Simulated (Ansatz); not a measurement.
Conformers of `OB(O[SiH3])O[SiH3]`, each relaxed with PBE0-D4/def2-TZVP in Ansatz. CBS adds the triple-zeta coupled-cluster correction to the MP2 limit.

Not all of them had a frequency check.

Conformer A:

Z-matrix (Å, degrees):
```
Si
O 1 1.636
H 1 1.482 2 108.2
H 1 1.483 2 109.7 3 119.8
H 1 1.488 2 110.4 3 -119.6
B 2 1.359 1 142.7 3 136.2
O 6 1.361 2 117.2 1 -160.9
O 6 1.371 2 123.5 1 19.3
H 7 0.959 6 111.7 2 -178.8
Si 8 1.643 6 138.6 2 11.6
H 10 1.482 8 107.6 6 142.4
H 10 1.487 8 110.5 6 22.9
H 10 1.483 8 109.9 6 -98.2
```

Conformer B:

Cartesian coordinates in Å:
```
O 1.125 -1.396 1.098
B 0.629 -0.471 0.227
O 1.393 -0.002 -0.802
Si 0.991 1.109 -1.960
O -0.646 -0.017 0.395
Si -1.789 -0.396 1.528
H 2.028 -1.647 0.891
H -0.163 0.633 -2.762
H 2.182 1.252 -2.830
H 0.664 2.416 -1.338
H -2.988 0.408 1.196
H -1.307 -0.046 2.888
H -2.119 -1.842 1.468
```

Question: Which is lowest in electronic energy at CCSD(T)/CBS (frozen core, def2 sets), and by how much? (An estimate is asked.)

Answer: Computed: B; A lies 13.1 kJ/mol higher.

Question: Give the energies relative to B (kJ/mol) with PBE0-D4/def2-TZVPP, ωB97M-V/def2-TZVPP, B3LYP/def2-TZVPP, HF/def2-TZVPP, HF/def2-QZVPP, MP2/def2-QZVPP, HF/CBS(def2). (Estimate.)

Answer: Ansatz gave: 
```
             level     A
PBE0-D4/def2-TZVPP  11.2
ωB97M-V/def2-TZVPP  12.3
  B3LYP/def2-TZVPP  14.2
     HF/def2-TZVPP  15.9
     HF/def2-QZVPP  15.6
    MP2/def2-QZVPP  13.7
      HF/CBS(def2)  15.6
```

B3LYP here is the variant with VWN-RPA as its local correlation; programs differ in this.
